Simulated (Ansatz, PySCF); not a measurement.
Ansatz (a first-principles code) was given this input:
Ansatz 0.2 input:
```yaml
crystal:
  periodic: [false, false, false]
  atoms:
    - {symbol: Ti, position_ang: [-0.00000000, 0.00000000, 0.00000000]}
    - {symbol: F, position_ang: [-1.42869175, -0.90303614, 0.09992688]}
    - {symbol: F, position_ang: [-0.02387975, 1.54953530, -0.68190165]}
    - {symbol: F, position_ang: [1.45257150, -0.64649916, 0.58197477]}
basis:
  gaussian:
    orbitals: def2-SVP
hamiltonian:
  xc: hf
magnetization: {spin_polarized: true, initial_magnetization: 1}
accuracy: high
```

### Question
Convert this to an input for PySCF.

### Answer
One answer among several that fit: 
```python
from pyscf import gto, scf

mol = gto.Mole()
mol.atom = '''
    Ti   -0.00000000    0.00000000    0.00000000
    F    -1.42869175   -0.90303614    0.09992688
    F    -0.02387975    1.54953530   -0.68190165
    F     1.45257150   -0.64649916    0.58197477
'''
mol.basis = 'def2-svp'
mol.spin = 1
mol.verbose = 4
mol.build()

mf = scf.UHF(mol)
mf.kernel()
```

Both were run: Ansatz gave -1146.584191 Eh and PySCF -1146.584191 Eh, 0.000 mEh apart.
